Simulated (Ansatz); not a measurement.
Cost and result for the atomization energy of C2H4SSi (`C1=CS[SiH2]1`) (8 atoms, 8 bonds).

```json
{"atom": "C1", "x (Å)": "-0.065", "y (Å)": "0.453", "z (Å)": "-0.815"}
{"atom": "C2", "x (Å)": "0.842", "y (Å)": "-0.535", "z (Å)": "-0.773"}
{"atom": "S3", "x (Å)": "0.895", "y (Å)": "-1.340", "z (Å)": "0.817"}
{"atom": "Si4", "x (Å)": "-0.613", "y (Å)": "0.218", "z (Å)": "0.926"}
{"atom": "H5", "x (Å)": "-0.275", "y (Å)": "1.080", "z (Å)": "-1.670"}
{"atom": "H6", "x (Å)": "1.509", "y (Å)": "-0.876", "z (Å)": "-1.561"}
{"atom": "H7", "x (Å)": "-0.306", "y (Å)": "1.288", "z (Å)": "1.909"}
{"atom": "H8", "x (Å)": "-1.988", "y (Å)": "-0.288", "z (Å)": "1.167"}
```

Total charge 0; spin multiplicity 1. All single points use the PBE0-D4/def2-TZVP geometry. Program: Ansatz. All runs use 2 threads of an Arm Neoverse V2 on a shared host. Times are those of one run each, without the atoms' runs, and a repeat can differ threefold. Electronic energies, without spin–orbit coupling; frozen cores. CCSD(T)/CBS adds CCSD(T) − MP2 in def2-TZVPP to the MP2 limit, and its time is that of the two runs behind it. T1 = 0.013. B3LYP takes the VWN-RPA correlation (the form of Gaussian; ORCA's B3LYP/G). HSE06 is the plane-wave form, built on full-range PBE exchange.

CCSD(T)/CBS is a level of theory with its own doubt, some kJ/mol a heavy atom from the limit and from the frozen cores, so smaller differences don't rank the functionals.

| level | functions | wall time |
| --- | --- | --- |
| LDA (SPW92)/def2-TZVPP | 202 | 1.2 s |
| CCSD(T)/def2-SVP | 84 | 1.8 s |
| revPBE-D4/def2-TZVPP | 202 | 2 s |
| BLYP-D4/def2-TZVPP | 202 | 2 s |
| HSE06-D4/def2-TZVPP | 202 | 3 s |
| B3LYP-D4/def2-TZVPP (with forces) | 202 | 4.1 s |
| PBE-QIDH/def2-TZVPP | 202 | 5 s |
| r2SCAN-D4/def2-TZVPP (with forces) | 202 | 5.5 s |
| B97M-V/def2-TZVPP | 202 | 10 s |
| ωB97M-V/def2-TZVPP (with forces) | 202 | 12 s |
| MP2/def2-QZVPP | 374 | 15 s |
| CCSD(T)/def2-TZVPP | 202 | 43 s |
| CCSD(T)/CBS(def2) | – | 58 s |

**Question.** What atomization energy does each give, and how far from CCSD(T)/CBS? (Estimate.)

**Answer.** The calculation gave: 
```csv
level,atomization (kcal/mol),difference from CCSD(T)/CBS,per bond
LDA (SPW92)/def2-TZVPP,819.1,105.2,13.2
CCSD(T)/def2-SVP,667.6,-46.3,-5.8
revPBE-D4/def2-TZVPP,715.1,1.2,0.2
BLYP-D4/def2-TZVPP,709.8,-4.1,-0.5
HSE06-D4/def2-TZVPP,720.2,6.3,0.8
B3LYP-D4/def2-TZVPP (with forces),711.5,-2.4,-0.3
PBE-QIDH/def2-TZVPP,713.7,-0.2,0.0
r2SCAN-D4/def2-TZVPP (with forces),718.4,4.5,0.6
B97M-V/def2-TZVPP,720.7,6.8,0.9
ωB97M-V/def2-TZVPP (with forces),718.0,4.1,0.5
MP2/def2-QZVPP,719.1,5.2,0.7
CCSD(T)/def2-TZVPP,693.1,-20.8,-2.6
CCSD(T)/CBS(def2),713.9,0.0,0.0
```

The D4 term adds +7.8 kcal/mol with B3LYP and +4.0 kcal/mol with PBE0; it sums over pairs of atoms, weighted by their polarisabilities, and B3LYP, whose exchange is more repulsive, gets the larger term. From PBE to PBE0 (25 % exact exchange), in def2-TZVPP and without D4, the atomization energy moves by −11.0 kcal/mol: exact exchange takes away binding that semilocal exchange gives to molecules. Leaving LDA and LC-ωPBE aside and taking each functional with its dispersion term where it has one, the values, not all of them listed here, spread over 39.2 kcal/mol, from BHLYP-D4 to PBE-D4. LDA lies +92.5 kcal/mol from PBE without D4, its usual overbinding.
